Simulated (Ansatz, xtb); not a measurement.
Relative energy of two isomers of C7H5Cl

Structure a: `C#CC1=CCC=C1Cl`, a singlet. Structure b: `C#CC1=C(Cl)C=CC1`, a singlet. Both are isolated molecules in the gas phase, relaxed with PBE-D3(BJ)/def2-SVP.

Q: Estimate which is lower in electronic energy at CCSD(T)/def2-SVP + ΔMP2/def2-TZVPP, and by roughly how much.

A: The CCSD(T)/def2-SVP + ΔMP2/def2-TZVPP calculation puts structure b lower, by 1.76 kcal/mol.

Level by level:

```csv
level,geometry,E(b) − E(a) (kcal/mol),departure from the last row (kcal/mol),"job, with rough time for the two"
GFN2-xTB,GFN2-xTB,−2.05,−0.29,"optimisation, 0.14 s"
HF/STO-3G,GFN2-xTB,−0.78,+0.98,"single point, 0.58 s"
r2SCAN-D4/def2-SVP,GFN2-xTB,−3.01,−1.25,"single point, 7.2 s"
PBE-D3(BJ)/def2-SVP,PBE-D3(BJ)/def2-SVP,−2.87,−1.11,"optimisation, 33 s"
HF/def2-SVP,PBE-D3(BJ)/def2-SVP,−1.28,+0.48,part of the CCSD(T) run
MP2/def2-SVP,PBE-D3(BJ)/def2-SVP,−2.20,−0.44,part of the CCSD(T) run
CCSD(T)/def2-SVP,PBE-D3(BJ)/def2-SVP,−1.53,+0.23,single point
CCSD(T)/def2-SVP + ΔMP2/def2-TZVPP,PBE-D3(BJ)/def2-SVP,−1.76,,"single point, 2.5 min"
```

As drawn, both hold the same kinds of bond in the same numbers.

The levels shown agree on the order. The largest departure from CCSD(T)/def2-SVP + ΔMP2/def2-TZVPP is that of r2SCAN-D4/def2-SVP, 1.25 kcal/mol. The last row adds to CCSD(T) the change of the MP2 difference between the two basis sets, here −0.23 kcal/mol.

With thermal terms from frequencies at re-optimised GFN2-xTB minima (ideal gas, soft modes damped towards free rotors, one conformer each, 298.15 K, 1 atm): on the last row, ΔE + ΔZPE = −1.69, ΔH = −1.68, ΔG = −1.70 kcal/mol.

The correlated steps freeze 12 core orbitals. Codes used: Ansatz 0.2.0, xtb 6.7.1; the last row on 2 threads of Arm Neoverse V2 on a shared host.
